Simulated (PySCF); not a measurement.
## Relaxation of singlet BrI₂⁺

All numbers come from PBE0/[Br def2-TZVP, I def2-TZVP with ECP28], scalar-relativistic core potentials, density fitting, no spin–orbit coupling, PySCF. A (50,194) grid was used.

A start displaced from a saddle point along its imaginary mode, of C2v symmetry, held to at least that symmetry:

```xyz
3
charge 1 multiplicity 1, angstrom
Br    0.1153   -0.0331    0.0000
I    -0.0359    0.0103    2.6022
I    -0.0359    0.0103   -2.6022
```

Optimiser trace:
| step | E − E(last) (kJ/mol) | largest gradient (Eh/bohr) |
| --- | --- | --- |
| 0 | 136.27 | 0.02106 |
| 1 | 97.57 | 0.01855 |
| 2 | 66.01 | 0.02745 |
| 3 | 50.17 | 0.02821 |
| 4 | 18.25 | 0.01970 |
| 5 | 1.90 | 0.00830 |
| 6 | 0.09 | 0.00207 |
| 7 | 0.00 | 0.00006 |

It ends at C2v with Br–I 2.493 Å (×2); I–Br–I 110.3° (after a last refinement on a finer grid). The frequency run here used a shortcut that can spoil soft modes, so no verdict on minimum or saddle point is given. Other isomers or separated fragments may lie lower.

The relaxation took roughly 110 core-seconds on a shared host.
